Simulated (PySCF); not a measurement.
C5H7 (SMILES [CH]1CC12CC2), doublet, at a GFN2-xTB geometry, with bond 9-4 at 1.3 times its length. Base run: B3LYP/3-21G run with PySCF.

Here is a job for PySCF.
```python
from pyscf import gto, scf, dft

mol = gto.Mole()
mol.atom = '''
    C    -0.005921    0.062557    0.049199
    C     0.052769    0.741468    1.297763
    C    -0.041436   -0.735651    1.321739
    C     0.716844    0.019145   -1.258714
    C    -0.787096    0.067000   -1.219987
    H     0.719895    1.443913    1.745386
    H    -0.983005   -1.190907    1.605347
    H     0.819495   -1.329858    1.614922
    H     1.335267   -1.189441   -1.620385
    H     1.253021    0.901122   -1.577312
    H    -1.335845   -0.826101   -1.481285
    H    -1.277075    0.985252   -1.510139
'''
mol.basis = '3-21g'
mol.charge = 0
mol.spin = 1
mol.verbose = 4
mol.build()

mf = dft.UKS(mol)
mf.xc = 'b3lyp'
mf.kernel()
```

Variants of this job, named by their change:

| change | ΔE vs base (mEh) | SCF cycles | <S^2> | outcome |
|---|---|---|---|---|
| base | 0.000 | 10 | 0.753 | converged |
| DIIS = ADIIS | 0.000 | 14 | 0.753 | converged |
| conv_tol = 1e-6 | 0.000 | 7 | 0.753 | converged |
| init_guess = sap | 0.000 | 13 | 0.753 | converged |
| diis = off (with mf.max_cycle = 100) | - | 100 | - | not converged |
| init_guess = huckel | 0.000 | 12 | 0.753 | converged |
| diis_space = 12 | 0.000 | 10 | 0.753 | converged |
| conv_tol_grad = 1e-7 | 0.000 | 16 | 0.753 | converged |
| DIIS = EDIIS | - | 50 | - | not converged |
| level_shift = 0.1 (with mf.max_cycle = 100) | 0.000 | 11 | 0.753 | converged |
| diis = off; damp = 0.3 (with mf.diis_start_cycle = 200; with mf.max_cycle = 150) | 0.000 | 23 | 0.753 | converged |
| level_shift = 0.5 (with mf.max_cycle = 100) | 0.000 | 22 | 0.753 | converged |
| init_guess = atom | 0.000 | 11 | 0.753 | converged |

Open shells are given as the SCF converged; they aren't shown to be the lowest states, and a large step between rows can be another state.
